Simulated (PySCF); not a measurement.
Assigning NMR signals

Molfile (atoms numbered from 1):
```
C4H9N3OSi2
     RDKit          3D

 19 19  0  0  0  0  0  0  0  0999 V2000
   -2.1776   -1.8321   -0.0332 C   0  0  0  0  0  0  0  0  0  0  0  0
   -1.7114   -0.4214   -0.0416 C   0  0  0  0  0  0  0  0  0  0  0  0
   -2.5093    0.5316   -0.4660 N   0  0  0  0  0  0  0  0  0  0  0  0
   -2.0198    1.7752   -0.4549 C   0  0  0  0  0  0  0  0  0  0  0  0
   -0.8217    2.1240   -0.0639 N   0  0  0  0  0  0  0  0  0  0  0  0
   -0.0086    1.1920    0.3714 N   0  0  0  0  0  0  0  0  0  0  0  0
   -0.4052   -0.0677    0.3994 C   0  0  0  0  0  0  0  0  0  0  0  0
    0.4353   -0.9741    0.8332 O   0  0  0  0  0  0  0  0  0  0  0  0
    1.9835   -0.5450    1.3271 Si  0  0  0  0  0  4  0  0  0  0  0  0
    2.9390    0.8041   -0.2800 Si  0  0  0  0  0  4  0  0  0  0  0  0
   -1.5499   -2.4292   -0.6935 H   0  0  0  0  0  0  0  0  0  0  0  0
   -2.0827   -2.2455    0.9698 H   0  0  0  0  0  0  0  0  0  0  0  0
   -3.2110   -1.8785   -0.3632 H   0  0  0  0  0  0  0  0  0  0  0  0
   -2.6741    2.5616   -0.8010 H   0  0  0  0  0  0  0  0  0  0  0  0
    2.4244   -1.9288    1.5167 H   0  0  0  0  0  0  0  0  0  0  0  0
    1.8100    0.0595    2.6518 H   0  0  0  0  0  0  0  0  0  0  0  0
    2.8969    2.2263    0.0508 H   0  0  0  0  0  0  0  0  0  0  0  0
    2.3190    0.6229   -1.6003 H   0  0  0  0  0  0  0  0  0  0  0  0
    4.3535    0.4343   -0.4476 H   0  0  0  0  0  0  0  0  0  0  0  0
  1  2  1  0
  2  3  1  0
  3  4  2  0
  4  5  1  0
  5  6  2  0
  6  7  1  0
  7  8  1  0
  8  9  1  0
  9 10  1  0
  7  2  2  0
  1 11  1  0
  1 12  1  0
  1 13  1  0
  4 14  1  0
  9 15  1  0
  9 16  1  0
 10 17  1  0
 10 18  1  0
 10 19  1  0
M  END
```

Fast rotation and ring inversion assumed for equivalent nuclei, one computed conformer, relativity neglected, no solvent model. GFN2-xTB geometry; shieldings: GIAO PBE0/pcSseg-1; PySCF.

Referencing at the same level of theory: TMS for ¹³C (σ = 186.93 ppm), ¹H (σ = 31.72 ppm).

Q: Assign these signals to the numbered atoms. ¹³C{¹H} NMR (computed): δ 168.7, 157.9, 157.7, 22.8.

A: 
168.7 → C7, aromatic carbon bearing oxygen: an ipso carbon deshielded by its heteroatom
157.9 → C2, substituted aromatic carbon next to a ring nitrogen
157.7 → C4, aromatic CH between two ring heteroatoms
22.8 → C1, methyl carbon on an aromatic ring: aliphatic region, no heteroatom directly attached

C2 and C4 lie closer than the usual error of such a calculation, so a measured spectrum could show them in the other order.

Q: Assign these signals to the numbered atoms. ¹H NMR (500 MHz, computed): δ 9.47 (s, 1H), 5.44 (q, 2H), 3.67 (t, 3H), 2.71 (s, 3H).

A: 
```tsv
δ (ppm)	atoms	environment	reason
9.47	H14	hydrogen on an aromatic CH between two ring heteroatoms	aromatic region
5.44	H15/H16	hydrogen on a silicon bonded to O, Si	–
3.67	H17/H18/H19	hydrogen on a silicon bonded to Si	–
2.71	H11/H12/H13	hydrogen on a methyl carbon on an aromatic ring	benzylic-type position, deshielded by the ring
```

Shifts are as computed. Against solution values, carbons near 30 ppm lie about +3 ppm off and those near 130 ppm about +5 ppm. Of 1211 compounds with measured shifts, 218 miss one by over three times the rms of a fit or turn the order of signals round; such compounds aren't used in these exercises. Multiplicities follow the n + 1 count of equivalent neighbours, as no J values were calculated; m marks all less simple cases, F and P coupling included.
